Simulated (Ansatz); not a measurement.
Geometry optimisation, RKS PBE0/def2-SVP in Ansatz.

input.yaml

```yaml
crystal:
  periodic: [false, false, false]
  atoms:
    - { symbol: Ge, position_ang: [0.231506, -0.019953, 0.013867] }
    - { symbol: Cl, position_ang: [0.866737, 0.032321, 2.104145] }
    - { symbol: H, position_ang: [1.710741, 0.04734, -0.36594] }
    - { symbol: Cl, position_ang: [-0.870884, 1.735296, -0.523837] }
    - { symbol: H, position_ang: [-0.622599, -1.248305, -0.297435] }
basis:
  gaussian: { orbitals: def2-SVP }
hamiltonian:
  xc: pbe0
relax:
  f_tol: 0.03
  max_steps: 50
output:
  orbitals: {}
```

Command:

```bash
$ ansatz run input.yaml --threads 2 --pin off --max-ram 3072MiB --backend cpu --events-out ev --progress --plain --runs-dir out
```

Q: Where does it end, and by what steps?

A: The forces met the threshold. After 3 steps the energy has fallen by 0.267 eV; H3 moved furthest, 0.27 Å.

| step | energy less start (eV) | largest force component (eV/Å) | accepted |
| --- | --- | --- | --- |
| 0 | 0.0000 | 0.979 | yes |
| 1 | -0.2319 | 0.496 | yes |
| 2 | -0.2652 | 0.206 | yes |
| 3 | -0.2668 | 0.011 | yes |

```xyz
5
Properties=species:S:1:pos:R:3
Ge 0.318 -0.018 0.074
Cl 0.671 0.036 2.195
H 1.672 0.043 -0.637
Cl -0.806 1.734 -0.465
H -0.539 -1.249 -0.236
```

Whether the end is a true minimum wasn't checked by a vibrational analysis.

Run time: 7.4 s on 2 threads of Arm Neoverse V2, with other jobs on the host, peak memory 0.16 GiB.
